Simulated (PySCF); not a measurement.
C₂H₁₂N₂Si₂, SMILES [SiH3]N(C)[Si@@H](C)N.

The structure is a stationary point at ωB97X-D3(BJ)/def2-SVP. The structure was generated by enumeration; whether it is a known compound was not checked. The values are those of a single conformer.

All values below come from PBE/def2-TZVP (PySCF).

The molecule is in vacuum.

Computed frontier levels, gap, dipole moment:
The highest occupied level is -5.36 eV and the lowest empty level is -0.12 eV. The orbital gap is 5.23 eV, the dipole moment is 0.273 e·Å and the quadrupole, principal values (traceless, Buckingham form, about the centre of nuclear charge) comes out as -7.60, -0.22, 7.82 D·Å.
